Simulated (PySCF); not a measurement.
**A search over the determinants of AlSn**

Unrestricted PBE0; PySCF, scalar-relativistic core potentials, basis sets Al aug-cc-pV(D+d)Z, Sn aug-cc-pVDZ-PP with ECP28. Outer shells of the fragments: Al 3s2 3p1; Sn 4d10 5s2 5p2.

Followed along the bond (rough minima from three points):

```csv
2Ms+1,unpaired,⟨S²⟩ at the start,R at minimum (Å),Te (eV)
4,"σ ↑, π ↑↑",3.75,2.67,0.00
2,"σ ↓, π ↑↑",1.77,2.65,0.29
2,"σ ↑, π ↑↓",1.77,2.66,0.35
2,σ ↑,0.76,2.69,0.95
2,π ↑,0.78,2.50,1.07
```

Solutions found at the starting distance of 2.545 Å, counted from the lowest of them; the search is not exhaustive and high or unbound solutions are not listed, so other states can lie among these:

```
2Ms+1   unpaired   term  E (eV)  ⟨S²⟩  ⟨Lz²⟩  μ (D)
    4  σ ↑, π ↑↑    ⁴Σ⁻    0.00  3.75   0.00  -0.60
    2  σ ↓, π ↑↑  mixed    0.27  1.77   0.00  -0.68
    2  σ ↑, π ↑↓  mixed    0.35  1.77   2.01  -0.55
    2        σ ↑  mixed    0.96  0.76   2.00  -0.38
    2        π ↑     ²Π    1.03  0.78   1.01  -1.19
    2        π ↑     ²Π    1.13  0.75   1.00   0.84
```

A term symbol is given only where ⟨S²⟩ and ⟨Lz²⟩ are close to those of a pure state; real π, δ and φ orbitals otherwise mix terms. A positive dipole means Al(−)Sn(+).

Spin–orbit coupling is left out.
